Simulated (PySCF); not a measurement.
C₂H₅Br, SMILES CCBr, point group Cs.

Level: B3LYP/pcSseg-1 in PySCF (density fitting, grid level 2); geometry and Hessian at that level, cubic constants and property derivatives from steps of ±0.6 along each species' dimensionless normal coordinates, second-order vibrational perturbation theory. The parent has the commonest isotopes.

Equilibrium geometry in the parent's principal axes a, b, c (Å):

```tsv
atom	a	b	c
C1	-2.24	0.41	0.00
C2	-1.19	-0.68	0.00
Br3	0.65	0.05	0.00
H4	-2.15	1.05	-0.89
H5	-2.15	1.05	0.89
H6	-3.24	-0.04	0.00
H7	-1.24	-1.31	0.89
H8	-1.24	-1.31	-0.89
```

Ground-state constants (MHz). Parent: 29961.4, 3673.3, 3411.8. A species with one ¹³C: 29672.6, 3544.3, 3296.6.

Task: Which position carries the label?

Result: Moments I = 505379/B are 16.8677, 137.5811, 148.1270 and 17.0318, 142.5898, 153.3013 u Å². With M = 107.9575 u and Δm = 1.0034 u, μ = MΔm/(M + Δm) = 0.9941 u. Kraitchman's equations give |a|, |b|, |c| = 2.243, 0.416, 0.027i Å. That is C1, whose equilibrium values are 2.236, 0.414, 0.000 Å. An imaginary value marks an atom near a principal plane, where vibrational terms outweigh the coordinate.

Internal rotors are held in one well.
